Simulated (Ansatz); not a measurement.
`BBBr` and `BBN` differ in one atom or group.

Ansatz, PBE0-D4/def2-TZVP geometries, multiplicity 1. Each molecule was computed in one conformer, which needn't be the lowest.

Scalar relativity is left out up to krypton.

```json
{"property": "HOMO–LUMO gap (B3LYP/def2-TZVPP) / eV", "`BBBr`": "5.44"}
{"property": "HOMO energy (PBE/def2-TZVPP) / eV", "`BBBr`": "-6.68"}
{"property": "HOMO–LUMO gap (PBE/def2-TZVPP) / eV", "`BBBr`": "3.61"}
{"property": "LUMO energy (PBE0/def2-TZVPP) / eV", "`BBBr`": "-2.07"}
{"property": "HOMO energy (ωB97M-V/def2-TZVPP) / eV", "`BBBr`": "-10.14"}
{"property": "size of the dipole moment (B3LYP/def2-TZVPP) / D", "`BBBr`": "0.76"}
```

**Question.** Give the same properties after the change, and the shifts. (Estimate.)

**Answer.** Ansatz gave: 
```tsv
property	`BBN`	shift
HOMO–LUMO gap (B3LYP/def2-TZVPP) / eV	5.92	0.48
HOMO energy (PBE/def2-TZVPP) / eV	-6.55	0.13
HOMO–LUMO gap (PBE/def2-TZVPP) / eV	3.99	0.38
LUMO energy (PBE0/def2-TZVPP) / eV	-1.55	0.52
HOMO energy (ωB97M-V/def2-TZVPP) / eV	-10.16	-0.02
size of the dipole moment (B3LYP/def2-TZVPP) / D	2.03	1.27
```

With PBE0 the HOMO rises by 0.05 eV and the LUMO rises by 0.52 eV, so the gap widens by about 0.47 eV. PBE moves the HOMO by 0.13 eV and ωB97M-V by -0.02 eV. The zero-point energy changes by 71.1 kJ/mol with +6 modes. Dipoles are sizes alone; their direction can turn.

B3LYP here is the variant with VWN-RPA as its local correlation; programs differ in this.

Spin–orbit coupling is left out; it splits and shifts lone-pair levels of the heavy atoms by tenths of an eV.
